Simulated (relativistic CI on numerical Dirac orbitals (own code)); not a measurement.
## Sensitivity of the levels of Al12+ to α

These numbers are calculated, not measured: Dirac equation for one electron (own radial code, finite nucleus).

Configurations in the expansion: 1s, 2s, 2p. Levels of other configurations are missing.

With x = (α/α₀)² − 1 an excitation energy changes as ω = ω₀ + qx; K = 2q/ω₀ is the relative enhancement. Terms are leading LS components, so labels can repeat.

Lowest level 1s 2S_1/2.

```
     Level  ω₀ (cm⁻¹)  q (cm⁻¹)
2p 2P°_1/2   13937717     28940
 2s 2S_1/2   13937719     28940
2p 2P°_3/2   13948207     39490
```

Which transition from the lowest level has the largest |K|?

2p 2P°_3/2 at 13948207 cm⁻¹, K = 0.00566.
